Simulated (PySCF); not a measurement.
PBE on Pd⁻ (palladium, charge -1), [Kr] 4d10 5s1, 2S determinant. All numbers are calculated (PySCF 2.14, scalar relativity through the core potential, in aug-cc-pV5Z-PP with ECP28MDF (8s8p7d5f4g3h2i, 197 functions)).

```
cycle= 1 E= -127.4499547654  delta_E= 0.0126  |g|= 0.366  |ddm|= 1.92
cycle= 2 E= -127.206703670462  delta_E= 0.243  |g|= 0.943  |ddm|= 0.94
cycle= 3 E= -127.492121917074  delta_E= -0.285  |g|= 0.0546  |ddm|= 0.653
cycle= 4 E= -127.49298540928  delta_E= -0.000863  |g|= 0.0363  |ddm|= 0.204
cycle= 5 E= -127.493679821103  delta_E= -0.000694  |g|= 0.00198  |ddm|= 0.109
cycle= 6 E= -127.493683437265  delta_E= -3.62e-06  |g|= 2.07e-05  |ddm|= 0.01
cycle= 7 E= -127.493683437567  delta_E= -3.02e-10  |g|= 7.88e-07  |ddm|= 0.000171
converged SCF energy = -127.493683437567  <S^2> = 0.75348608  2S+1 = 2.0034831
```

Highest occupied orbital energy: 1.588 eV; ⟨L²⟩ = 0.00; populations by l: s 3.00, p 6.00, d 10.00, f 0.00.

Can this result be used?

With care. The calculation finished and met its thresholds. Energies and moments cover only the electrons outside the core potential. At PBE the highest occupied level has a positive energy, so only the finite basis holds that electron; in a semilocal or global hybrid functional this comes from self-interaction and does not mean that the real anion is unbound.
